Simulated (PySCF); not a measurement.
(3Z)-3-methylpenta-1,3-diene (C6H10), SMILES C(=C/C)(/C=C)C.

Geometry optimised at PBE-D3(BJ)/def2-SVP. Other conformers were not sampled.

All values below come from B3LYP/def2-TZVP (PySCF).

Symmetry labels are those of the subgroup Cs that the program uses (full group Cs).

Q: List the valence orbital energies around the gap with their symmetry. (Estimate from the structure and the level; the computed values follow.)

A: 
```json
[
 {"orbital": "HOMO−7", "symmetry": "A'", "energy (eV)": "-11.08"},
 {"orbital": "HOMO−6", "symmetry": "A\"", "energy (eV)": "-11.02"},
 {"orbital": "HOMO−5", "symmetry": "A'", "energy (eV)": "-10.61"},
 {"orbital": "HOMO−4", "symmetry": "A'", "energy (eV)": "-10.26"},
 {"orbital": "HOMO−3", "symmetry": "A'", "energy (eV)": "-9.89"},
 {"orbital": "HOMO−2", "symmetry": "A'", "energy (eV)": "-9.02"},
 {"orbital": "HOMO−1", "symmetry": "A\"", "energy (eV)": "-8.23"},
 {"orbital": "HOMO", "symmetry": "A\"", "energy (eV)": "-6.14"},
 {"orbital": "LUMO", "symmetry": "A\"", "energy (eV)": "-0.97"},
 {"orbital": "LUMO+1", "symmetry": "A'", "energy (eV)": "1.16"},
 {"orbital": "LUMO+2", "symmetry": "A'", "energy (eV)": "1.32"},
 {"orbital": "LUMO+3", "symmetry": "A\"", "energy (eV)": "1.70"}
]
```
